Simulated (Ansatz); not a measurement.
The same path of CH$_{2}$AlF$_{2}$ (6 atoms, charge 0, multiplicity 2) was run twice with different band settings. The coordinate that changes most is the dihedral H5–C1–Al2–F4.

Method: UKS B3LYP/def2-SVPD in Ansatz.

Relaxed end points:

```xyz
6
Properties=species:S:1:pos:R:3
C -0.461 0.918 -0.187
Al 0.380 -0.758 0.154
F 1.457 -0.954 1.419
F 0.076 -2.099 -0.797
H -1.170 1.079 -1.006
H -0.283 1.814 0.417
```

```xyz
6
Properties=species:S:1:pos:R:3
C -0.461 0.919 -0.187
Al 0.380 -0.758 0.154
F 1.457 -0.954 1.419
F 0.076 -2.099 -0.797
H -0.283 1.814 0.417
H -1.170 1.079 -1.006
```

Common settings: movable images 7; climbing image yes; spring 5.0 eV/Å²; optimiser quadratic models (default); start path through a guess of the saddle point; force threshold 0.05 eV/Å; end points relaxed.

| run | iteration limit |
| --- | --- |
| 1 | 52 |
| 2 | 10 |

Question: What does each run give, and how far can it be trusted?

Answer: Run 1: converged after 6 iterations, highest image 0.130 eV above the first end. A vibrational analysis at the climbing image gives one clearly imaginary mode, 209i cm⁻¹: a first-order saddle point.
Run 2: converged after 6 iterations, highest image 0.130 eV above the first end. Another band between the same ends (7 images) ends at a top of the same energy, where a vibrational analysis finds 1 clearly imaginary mode.
